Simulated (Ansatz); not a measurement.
Consider the substitution at a C–S bond: `[SiH3]CCSS` + arsine → `[SiH3]CC[AsH2]` + `SS`.

Program: Ansatz. Geometries: PBE0-D4/def2-TZVP. ΔE: electronic, gas phase. CBS: MP2 limit from def2 TZ/QZ plus the TZ coupled-cluster correction, frozen cores. This one scheme is used for every species. DFT in def2-TZVPP. B3LYP here is the variant with VWN-RPA as its local correlation; programs differ in this. For As outer-core shells are correlated without core-valence functions, which leaves a few kJ/mol of doubt a bond. Scalar relativity is left out up to krypton. Each species was taken in one conformer, which may not be the lowest.

`[SiH3]CCSS`:

Z-matrix (Å, degrees):
```
Si
C 1 1.886
H 1 1.489 2 110.0
H 1 1.489 2 108.6 3 118.6
H 1 1.485 2 112.4 3 -121.9
C 2 1.518 1 114.6 3 41.3
H 2 1.096 1 108.6 3 -81.0
H 2 1.095 1 108.2 3 164.0
S 6 1.814 2 114.6 1 51.1
H 6 1.096 2 111.0 1 -64.2
H 6 1.093 2 112.0 1 175.7
S 9 2.038 6 103.8 2 56.9
H 12 1.348 9 99.0 6 87.9
```

`[AsH3]`:

```xyz
4

As    0.438   -0.019   -0.461
H     0.755    0.276    0.998
H    -0.743    0.940   -0.453
H    -0.449   -1.197   -0.084
```

`[SiH3]CC[AsH2]`:

Cartesian coordinates in Å:
```
Si 0.712 -1.756 0.680
C -0.119 -0.077 0.503
C 0.018 0.505 -0.895
As -0.820 2.273 -1.200
H 2.165 -1.643 0.375
H 0.555 -2.289 2.060
H 0.112 -2.727 -0.277
H 0.313 0.604 1.244
H -1.175 -0.182 0.771
H -0.420 -0.160 -1.646
H 1.069 0.627 -1.173
H -0.272 2.905 0.075
H -2.137 1.919 -0.517
```

`SS`:

Cartesian coordinates in Å:
```
S 0.940 -0.341 0.516
S -0.454 1.025 -0.098
H 0.103 -1.300 0.956
H -0.589 0.616 -1.374
```

| level | ΔE (eV) |
| --- | --- |
| B3LYP | -0.04 |
| CCSD/CBS(def2) | -0.03 |

Question: What does CCSD(T)/CBS give? (Best estimate.)

Answer: Ansatz gave: 0.00 eV. The listed levels differ from it by -0.04, -0.03 eV.

Largest T1 diagnostic among the species: 0.011.

The D4 term adds +0.09 eV with B3LYP and +0.05 eV with PBE0; it sums over pairs of atoms, weighted by their polarisabilities, and B3LYP, whose exchange is more repulsive, gets the larger term. In def2-TZVPP, CCSD(T) changes the Hartree–Fock value by +0.07 eV (the triples alone add +0.03 eV) and MP2 by +0.09 eV.
